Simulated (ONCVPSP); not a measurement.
**What one change does to a pseudopotential (germanium, ONCV)**

* Element: Ge
* Generator: ONCVPSP 4.0.1
* Type: optimised norm-conserving Vanderbilt (ONCV)
* Functional: PW91
* Relativity: scalar-relativistic
* Frozen core: [Ar]
* Valence charge: 14
* Reference configuration: 3d10 4s2 4p2
* Partial waves: 4s: rc 1.80 bohr, ncon 4, nbas 8, qcut 3.9 1/bohr, 1 projector; 4p: rc 2.00 bohr, ncon 4, nbas 8, qcut 4.8 1/bohr, 3 projectors, debl 1.3 Ha; 3d: rc 0.95 bohr, ncon 4, nbas 8, qcut 15.8 1/bohr, local
* Local potential: the d channel
* Core correction: none

All-electron outer shells of the reference configuration (PW91, scalar-relativistic, ld1.x):

| shell | level (eV) | outermost node (bohr) | outermost maximum (bohr) |
| --- | --- | --- | --- |
| 3s | -168.48 | 0.26 | 0.54 |
| 3p | -115.67 | 0.23 | 0.54 |
| 3d | -29.39 | – | 0.50 |
| 4s | -11.80 | 0.77 | 1.75 |
| 4p | -3.94 | 0.82 | 2.22 |

Change: s: qcut 3.

Cutoffs: the cutoffs (Ha) at which the residual kinetic energy of the hardest occupied pseudo-wave falls to 1 and 0.1 mHa per electron; they do not see the model core or the augmentation charge, which bear on the density cutoff. Errors are all-electron minus pseudo energies relative to the spin-unpolarised reference configuration.

What does the change do?

The potential gets neither clearly harder nor softer (106 Ha and 117 Ha → 106 Ha and 117 Ha); both files keep a bound ghost (p, s); of the 4 tests that both files solve, the error grows in 2 and shrinks in 0 by more than 15 % and 0.3 meV (median size 1.7 → 2.2 meV).

| quantity | base | changed |
| --- | --- | --- |
| cutoff, loose | 106 Ha | 106 Ha |
| cutoff, tight | 117 Ha | 117 Ha |
| loose cutoff by channel | s 8.3 Ha, p 6.8 Ha, d 106 Ha | s 38 Ha, p 6.8 Ha, d 106 Ha |
| bound ghosts | s, p | s, p |
| GHOST(+) flags under 300 eV | none | none |
| error for 3d10 4s2 4p1, meV [ΔE 7.50 eV] | -0.5 | -0.4 |
| error for 3d10 4s2 4p0, meV [ΔE 23.03 eV] | +2.9 | +4.0 |
| error for 3d10 4s1 4p0, meV [ΔE 57.93 eV] | +29 | +35 |
| error for 3d10 4s2 4p1.5, meV [ΔE 2.83 eV] | -0.3 | -0.3 |
| s: phases at 1.83 bohr within 0.05 rad from the reference energy up to (Ha; the scan ends near 5) | 1.0 | 0.8 |
| p: phases at 2.03 bohr within 0.05 rad from the reference energy up to (Ha; the scan ends near 5) | to the end of the scan | to the end of the scan |
| d: phases at 0.96 bohr within 0.05 rad from the reference energy up to (Ha; the scan ends near 5) | 2.3 | 2.3 |

 A true bound ghost makes a file unfit for plane-wave use even where its test errors are small: the radial tests pick states by their node count and pass the ghost by.
